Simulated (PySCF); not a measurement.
Si(F)(Br)(OH)(NH2) (BrFH3NOSi), SMILES N[Si](O)(F)Br. Atoms are numbered in the order given.

```xyz
8

N     -1.3480     0.5443     1.6256
Si    -0.0162     0.5787     0.5667
O      0.0762     1.9973    -0.2499
F      1.2754     0.3368     1.5046
Br     0.0350    -0.9787    -0.9950
H     -2.2887     0.6377     1.2589
H     -1.3240    -0.0889     2.4178
H     -0.0376     2.7841     0.2943
```
Charge 0, spin multiplicity 1.

Coordinates come from a PBE0-D3(BJ)/def2-SVP optimisation. The structure was generated by enumeration, and PubChem lists no compound with its InChIKey, so it may never have been made. One conformer was computed; it need not be the lowest.

Two levels are set side by side: PBE/pcSseg-1 (PySCF) and B3LYP/pcSseg-1 (PySCF). GIAO shifts against CFCl3 (¹⁹F), H2O (¹⁷O), NH3 (¹⁵N), TMS (²⁹Si), TMS (¹H) at the same level; non-relativistic, no solvent, atoms listed together averaged. Without spin–orbit terms, shifts of atoms bonded to Cl or Br come out too high at both levels. Differences are taken from unrounded values.

```csv
quantity,PBE
δ(¹⁵N) of N1 (ppm),45.9
δ(²⁹Si) of Si2 (ppm),-26.0
δ(¹⁷O) of O3 (ppm),84.9
δ(¹⁹F) of F4 (ppm),-145.9
δ(¹H) of H8 (ppm),2.52
```

Problem. These are the PBE values. What does B3LYP give? (Estimate from the structure and the level; the computed values follow.)

Solution. 
```csv
quantity,B3LYP,PBE minus B3LYP
δ(¹⁵N) of N1 (ppm),41.7,4.2
δ(²⁹Si) of Si2 (ppm),-30.2,4.2
δ(¹⁷O) of O3 (ppm),77.1,7.8
δ(¹⁹F) of F4 (ppm),-134.6,-11.3
δ(¹H) of H8 (ppm),2.58,-0.06
```

Rough cost on one machine, each run with all the roots and properties that it gave: B3LYP against PBE within a factor of 2.
